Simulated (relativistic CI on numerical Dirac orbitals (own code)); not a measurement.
**Ho LVII: computed level list**

Computed by Dirac-Coulomb-Breit CI, KLI orbitals optimised for each configuration, a model potential for QED, unscaled Slater integrals (own radial code, finite nucleus).

Configuration list (outside the closed core [Ne]): 3s, 3p, 3d, 4s, 4p, 4d, 4f, 5s, 5p, 5d, 5f, 5g, 6s, 6p, 6d, 7s, 7p. Levels of other configurations are missing.

The lowest level is 3s 2S_1/2, with 100 % of that term; Hund's rules for 3s give 2S with J = 1/2, in agreement.

| No. | Configuration | Term | J | E (Ry) | % | Next component (%) | Lifetime (s) |
| --- | --- | --- | --- | --- | --- | --- | --- |
| 1 | 3s | 2S | 1/2 | 0.000 | 100 |  |  |
| 2 | 3p | 2P° | 1/2 | 10.082 | 100 |  | 2.79e-11 |
| 3 | 3p | 2P° | 3/2 | 27.298 | 100 |  | 1.32e-12 |
| 4 | 3d | 2D | 3/2 | 39.455 | 100 |  | 1.49e-12 |
| 5 | 3d | 2D | 5/2 | 43.390 | 100 |  | 7.50e-12 |
| 6 | 4s | 2S | 1/2 | 187.844 | 100 |  | 2.59e-14 |
| 7 | 4p | 2P° | 1/2 | 192.014 | 100 |  | 2.12e-14 |
| 8 | 4p | 2P° | 3/2 | 199.053 | 100 |  | 3.10e-14 |
| 9 | 4d | 2D | 3/2 | 203.665 | 100 |  | 1.39e-14 |
| 10 | 4d | 2D | 5/2 | 205.368 | 100 |  | 1.34e-14 |
| 11 | 4f | 2F° | 5/2 | 207.807 | 100 |  | 6.44e-15 |
| 12 | 4f | 2F° | 7/2 | 208.549 | 100 |  | 6.58e-15 |
| 13 | 5s | 2S | 1/2 | 271.464 | 100 |  | 3.22e-14 |
| 14 | 5p | 2P° | 1/2 | 273.560 | 100 |  | 2.66e-14 |
| 15 | 5p | 2P° | 3/2 | 277.100 | 100 |  | 3.69e-14 |
| 16 | 5d | 2D | 3/2 | 279.356 | 100 |  | 1.86e-14 |
| 17 | 5d | 2D | 5/2 | 280.235 | 100 |  | 1.84e-14 |
| 18 | 5f | 2F° | 5/2 | 281.441 | 100 |  | 1.21e-14 |
| 19 | 5f | 2F° | 7/2 | 281.823 | 100 |  | 1.24e-14 |
| 20 | 5g | 2G | 7/2 | 281.989 | 100 |  | 2.18e-14 |
| 21 | 5g | 2G | 9/2 | 282.216 | 100 |  | 2.20e-14 |
| 22 | 6s | 2S | 1/2 | 315.807 | 100 |  | 4.51e-14 |
| 23 | 6p | 2P° | 1/2 | 317.003 | 100 |  | 3.74e-14 |
| 24 | 6p | 2P° | 3/2 | 319.027 | 100 |  | 5.05e-14 |
| 25 | 6d | 2D | 3/2 | 320.301 | 100 |  | 2.73e-14 |
| 26 | 6d | 2D | 5/2 | 320.810 | 100 |  | 2.74e-14 |
| 27 | 7s | 2S | 1/2 | 342.104 | 100 |  | 6.28e-14 |
| 28 | 7p | 2P° | 1/2 | 342.849 | 100 |  | 5.37e-14 |
| 29 | 7p | 2P° | 3/2 | 344.112 | 100 |  | 7.04e-14 |

Energies count from the lowest computed level; ° marks odd parity; lifetimes are radiative, by E1, M1, E2, M2 decay to levels of this space only.

The mean weight of the leading LS term, summed over parents, in these 29 levels is 100 %, and that of the leading jj configuration (from the same eigenvectors) 100 %.

At this charge energies of transitions that change n are usually good to better than 1 %, and those within a shell (Δn = 0) to a few per cent.
